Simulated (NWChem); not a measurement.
System: CuI; SMILES [Cu][I]

NWChem input:

```
start job
memory heap 200 mb stack 900 mb global 1100 mb
geometry units angstroms noautosym nocenter noautoz
  Cu     0.000000     0.000000    -1.540952
  I      0.000000     0.000000     0.837218
end
basis spherical
  Cu library def2-svp
  I library def2-svp
end
ecp
  I library def2-ecp
end
dft
  xc xpbe96 cpbe96
  iterations 150
end
tddft
  cis
  nroots 6
  notriplet
end
task tddft energy
```

Excerpt of the output:

```
             Northwest Computational Chemistry Package (NWChem) 7.3.0
             --------------------------------------------------------

                             Geometry "geometry" -> ""
                             -------------------------

 Output coordinates in angstroms (scale by  1.889725989 to convert to a.u.)

  No.       Tag          Charge          X              Y              Z
 ---- ---------------- ---------- -------------- -------------- --------------
    1 Cu                  29.0000     0.00000000     0.00000000    -1.54095200
    2 I                   53.0000     0.00000000     0.00000000     0.83721800

 Effective nuclear repulsion energy (a.u.)     342.0047480679

 Summary of "ao basis" -> "ao basis" (spherical)
 ------------------------------------------------------------------------------
       Tag                 Description            Shells   Functions and Types
 ---------------- ------------------------------  ------  ---------------------
 Cu                         def2-svp                11       31   5s3p2d1f
 I                          def2-svp                10       26   4s4p2d

            General Information
            -------------------
          SCF calculation type: DFT
          Wavefunction type:  closed shell.
          No. of atoms     :     2
          No. of electrons :    54
           Alpha electrons :    27
            Beta electrons :    27
          Charge           :     0
          Spin multiplicity:     1
          Use of symmetry is: off; symmetry adaption is: off
          Maximum number of iterations: 150
          AO basis - number of functions:    57
                     number of shells:    21
          Convergence on energy requested:  1.00D-06
          Convergence on density requested:  1.00D-05
          Convergence on gradient requested:  5.00D-04

              XC Information
              --------------
          PerdewBurkeErnzerhof Exchange Functional  1.000
            Perdew 1991 LDA Correlation Functional  1.000 local
           PerdewBurkeErnz. Correlation Functional  1.000 non-local

             Grid Information
             ----------------
          Grid used for XC integration:  medium
          Radial quadrature: Mura-Knowles
          Angular quadrature: Lebedev.
          Tag              B.-S. Rad. Rad. Pts. Rad. Cut. Ang. Pts.
          ---              ---------- --------- --------- ---------
          Cu                  1.35      112           9.0       590
          I                   1.40      123          10.0       590
          Grid pruning is: on
          Number of quadrature shells:   235
          Spatial weights used:  Erf1

      Superposition of Atomic Density Guess
      -------------------------------------

[...]

                                NWChem TDDFT Module
                                -------------------

            General Information
            -------------------
           No. of orbitals :     114
            Alpha orbitals :      57
             Beta orbitals :      57
        Alpha frozen cores :       0
         Beta frozen cores :       0
     Alpha frozen virtuals :       0
      Beta frozen virtuals :       0
         Spin multiplicity :       1
    Number of AO functions :      57
        Use of symmetry is : off
      Symmetry adaption is : off
         Schwarz screening :  0.10D-07

              XC Information
              --------------
   PerdewBurkeErnzerhof Exchange Functional   1.00
     Perdew 1991 LDA Correlation Functional   1.00 local
    PerdewBurkeErnz. Correlation Functional   1.00 non-local

             TDDFT Information
             -----------------
          Calculation type : Tamm-Dancoff TDDFT
         Wavefunction type : Restricted singlets
          No. of electrons :      54
           Alpha electrons :      27
            Beta electrons :      27
              No. of roots :       6
          Max subspacesize :    5200
            Max iterations :     100
               Target root :       1
           Target symmetry : none
      Symmetry restriction : off
                 Algorithm : Optimal
        Davidson threshold :  0.10D-03

    6 smallest eigenvalue differences (eV)
--------------------------------------------------------
  No. Spin  Occ  Vir  Irrep   E(Occ)    E(Vir)   E(Diff)
--------------------------------------------------------
    1    1   27   28 a        -0.190    -0.124     1.781
    2    1   26   28 a        -0.190    -0.124     1.781
    3    1   25   28 a        -0.202    -0.124     2.106
    4    1   24   28 a        -0.202    -0.124     2.106
    5    1   23   28 a        -0.204    -0.124     2.174
    6    1   22   28 a        -0.234    -0.124     2.971
--------------------------------------------------------

  Entering Davidson iterations
  Restricted singlet excited states

  Iter   NTrls   NConv    DeltaV     DeltaE      Time
  ----  ------  ------  ---------  ---------  ---------
    1      6       0     0.20E+00   0.10+100        1.6
    2     12       0     0.37E-01   0.96E-02        1.6
    3     18       2     0.13E-01   0.19E-02        1.6
    4     22       5     0.17E-02   0.55E-04        1.5
    5     23       5     0.29E-03   0.16E-05        1.2
    6     24       6     0.43E-04   0.23E-07        1.2
  ----  ------  ------  ---------  ---------  ---------
  Convergence criterion met

  Ground state a       -1937.752208983147 a.u.

  ----------------------------------------------------------------------------
  Root   1 singlet a              0.070995742 a.u.                1.9319 eV
  ----------------------------------------------------------------------------
     Transition Moments    X -0.00390   Y  0.36043   Z  0.00000
     Dipole Oscillator Strength                    0.0061495162
     Electric Quadrupole                           0.0000000008
     Magnetic Dipole                               0.0000000058
     Total Oscillator Strength                     0.0061495228

[...]
```

Level: PBE/def2-SVP with def2 effective core potentials on I, TDA. Coordinates come from a PBE0/def2-SVP optimisation. def2 effective core potentials on I; no spin-orbit coupling.
